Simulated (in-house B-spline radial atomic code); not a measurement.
## RPA and G0W0 on HSE06: Cr

Configuration [Ar] 3d5 4s1, highest spin, mean-field start HSE06. Computed with a B-spline radial code for spherical atoms: all electrons, scalar-relativistic (spin-free one-electron X2C), finite nucleus, each spin shell either full or empty, empty states to l = 9 with an (l + 1/2)⁻⁴ tail; G0W0 by contour deformation at full frequency.

RPA overbinds a lone outer s electron by self-correlation, and G0W0 tends to as well.

Command:
```bash
python run_gw.py task.json out
```
Settings (radii: box in bohr, nucleus in fm):
```
Z                        24
electrons                24
configuration            [Ar] 3d5 4s1
hamiltonian              x2c
method                   hse06
lmax                     9
rms_radius               3.6452
spin_polarised           True
box_radius               40
intervals                73
ion_configuration        [Ar] 3d5
```

Time taken, with all properties: 11 s on 1 thread of Arm Neoverse N1, on a shared host.

Energies (hartree):

| term | value |
| --- | --- |
| mean-field total | -1050.62123 |
| Hartree-Fock functional on these orbitals | -1049.65939 |
| direct second order | -1.9002 |
| second-order exchange | 0.64429 |
| SOSEX correction | 0.56521 |

Q: What is the RPA correlation energy, and what remains with SOSEX?

A: RPA gives -1.5788 hartree (-1.79 eV per electron); RPA + SOSEX gives -1.0136, and the second-order doubles -1.2559 hartree (no singles). SOSEX takes back 36 % of the RPA value.

Quasi-particle levels (eV):

| level | occupied | mean field | Σx - vxc | Σc | QP weight | G0W0 |
| --- | --- | --- | --- | --- | --- | --- |
| 4s up | yes | -4.616 | -1.88 | ? | ? | ? |
| 4p up | no | -1.008 | 1.94 | -0.55 | 0.922 | 0.388 |

G0W0 = mean field + (Σx - vxc) + Σc, with Σc (partial-wave tail included) taken at the quasi-particle energy. Only the outer levels were computed. Levels of low weight are left out. An empty level above zero is unbound and depends on the box.

Q: Where does G0W0 put 4s up?

A: At -7.277 eV, with Σc = -0.78 eV and a quasi-particle weight of 0.836. The tabulated removal energy is 6.767 eV (NIST, measured); the calculation leaves out spin-orbit coupling, Breit and QED terms, and what these don't explain is the method's own error.

Q: What does it cost to remove one electron (to [Ar] 3d5) by differences of total energies, each species on its own start (correlation terms add to the Hartree-Fock functional)?

A: HSE06 7.114 eV, Hartree-Fock functional 5.895 eV, + RPA 7.378 eV, + RPA + SOSEX 6.544 eV, + second order 7.386 eV. Tabulated: 6.767 eV (NIST, measured); the calculation leaves out spin-orbit coupling, Breit and QED terms, and what these don't explain is the method's own error.
